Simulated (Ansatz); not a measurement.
Ideal-gas functions of BrGaH2OS (`[OH][Ga]([SH])[Br]`) at 500 K and 1 bar, from an Ansatz frequency run at PBE0-D4/def2-TZVP.

Molar mass 199.71 g/mol, point group Cs (symmetry number 1), electronic degeneracy 1, moments of inertia 136.28, 398.635, 534.914 u Å². Harmonic wavenumbers (cm⁻¹, unscaled): 97, 150, 159, 217, 303, 311, 420, 698, 716, 843, 2707, 3899.

Use S(trans) = R[1.5 ln M + 2.5 ln T − 1.1517]; rotational temperatures θ = 24.2544 K / I; S(rot) = R[ln(√π/σ · √(T³/θAθBθC)) + 1.5]; for each mode x = 1.438777 ν̃/T, S = R[x/(eˣ − 1) − ln(1 − e⁻ˣ)] and H = RT x/(eˣ − 1); 1 cm⁻¹ = 0.0119627 kJ/mol; R = 8.31446 J/(mol·K).

By hand: the entropy, in J/(mol·K).

Translation 185.7. Rotation: θ = 0.178, 0.0608, 0.0453 K, giving 126.4. Vibration, mode by mode: 18.95, 15.36, 14.89, 12.36, 9.71, 9.51, 7.23, 3.79, 3.63, 2.73, 0.03, 0.00, in all 98.2. Electronic 0.0. Sum 410.3 J/(mol·K).

By hand: H − E and G − E in kJ/mol, counted from the electronic energy.

Zero-point energy ½ × 10520 × 0.0119627 = 62.9; thermal vibration 24.1; translation, rotation and pV give 4 RT = 16.6. H − E = 103.6 kJ/mol, and G − E = 103.6 − 500 × 410.3/1000 = -101.6 kJ/mol.

Vibration gives 24 % of the entropy, 19.0 J/(mol·K) of it from the mode under 150 cm⁻¹: soft modes count most, and the harmonic formula is weakest for them. The sum counts one conformer and one mirror image; others add a mixing term.
